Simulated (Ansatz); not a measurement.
Reaction (hydrogenolysis of a Ge–Si bond): `C[O][GeH]([CH3])[SiH3]` + H₂ → `C[O][GeH2][CH3]` + SiH₄

Calculated with Ansatz (gas phase, PBE0-D4/def2-TZVP geometries, no zero-point term in ΔE). CCSD(T)/CBS is the MP2 limit (def2-TZVPP, def2-QZVPP) plus CCSD(T) − MP2 in def2-TZVPP, frozen cores. This one scheme is used for every species. Functionals use def2-TZVPP. For Ge outer-core shells are correlated without core-valence functions, which leaves a few kJ/mol of doubt a bond. Scalar relativity is left out up to krypton. One conformer a species, not always the lowest.

```
         level  ΔE (eV)
   LDA (SPW92)    -0.01
        PBE-D4     0.05
        B97M-V    -0.14
    r2SCANh-D4    -0.04
           PBE    -0.03
  HF/CBS(def2)    -0.44
 MP2/CBS(def2)    -0.05
CCSD/CBS(def2)    -0.13
```

(1) What does CCSD(T)/CBS give? (Estimate.)

Largest T1 diagnostic among the species: 0.012.

Results:

(1) Computed: -0.07 eV. The listed levels differ from it by 0.06, 0.12, -0.07, 0.03, 0.04, -0.37, 0.02, -0.06 eV.

Leaving LDA and LC-ωPBE aside and taking each functional with its dispersion term where it has one, the values, not all of them listed here, spread over 0.23 eV, from B2PLYP to revPBE-D4. From PBE to PBE0 (25 % exact exchange), in def2-TZVPP and without D4, ΔE moves by −0.06 eV.
